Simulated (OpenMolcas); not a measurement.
**Rh2+: moving or changing the point charges**

Rh2+ among 6 point charges of -1.5 e arranged as a tetragonal octahedron (D4h), 2.18 Å from the ion, with the axial distance 2.354 Å.

```
Program             : OpenMolcas 26.06
Method              : SS-CASPT2, IPEA 0.25 Eh, imaginary shift 0.1 Eh (closed shells correlated: 4s 4p)
Basis               : ANO-RCC-VDZP [6s5p3d1f]
Scalar Hamiltonian  : DKH2, point nucleus
Active space        : 7 electrons in 5 orbitals (4d)
State averaging     : 2S+1 = 4 even, 10 roots; 2S+1 = 2 even, 40 roots
Spin-orbit coupling : state interaction with AMFI integrals over the reference wave functions
```

Runs around this geometry, states (labels of D4, the rotations of D4h). Energies in cm-1 above the lowest state or level, χT in cm3 K/mol.

| R (Å) | q (e) | Axial / equatorial distance | Ground state | First state of that spin | First gap with spin-orbit (degeneracies) | χT at 300 K | First state of another spin |
| --- | --- | --- | --- | --- | --- | --- | --- |
| 2.18 | -0.75 | 1.08 | 4A2 | 4E 530 | 450 (2, 2) | 4.238 | 2A1 12650 |
| 2.08 | -1.5 | 1.08 | 4A2 | 4E 1230 | 550 (2, 2) | 3.486 | 2A1 9180 |
| 2.18 | -1.5 | 1.08 | 4A2 | 4E 860 | 560 (2, 2) | 3.653 | 2A1 10370 |
| 2.4 | -1.5 | 1.08 | 4A2 | 4E 550 | 510 (2, 2) | 4.015 | 2A1 12060 |
| 2.18 | -1.5 | 1.17 | 4A2 | 4E 1340 | 510 (2, 2) | 3.787 | 2A1 10340 |

Taking the first state of the same spin as R^-n, n = -ln(550 / 1230) / ln(2.4 / 2.08) = 5.6 between the shortest and longest distance.

Scaling the charges by -0.75 / -1.5 = 0.50 scales the first state of the same spin by 530 / 860 = 0.62; with fixed orbitals a first-order splitting would follow the charge.

Point charges give a weaker field than real ligands, and real ions of this kind are as a rule low spin; the high spin found here belongs to the model. Free-ion shares, where given, are those of the reference states; single-state CASPT2 does not remix them. Spin-orbit coupling mixes the spin-free states strongly: the lowest level takes only 52 % from its leading state, 4A2 (figures for R = 2.18, q = -0.75, ratio = 1.08; the like holds for R = 2.08, q = -1.5, ratio = 1.08, R = 2.18, q = -1.5, ratio = 1.08, R = 2.4, q = -1.5, ratio = 1.08, R = 2.18, q = -1.5, ratio = 1.17). This is an electrostatic model: the charges have no orbitals. No measured value stands beside these numbers.
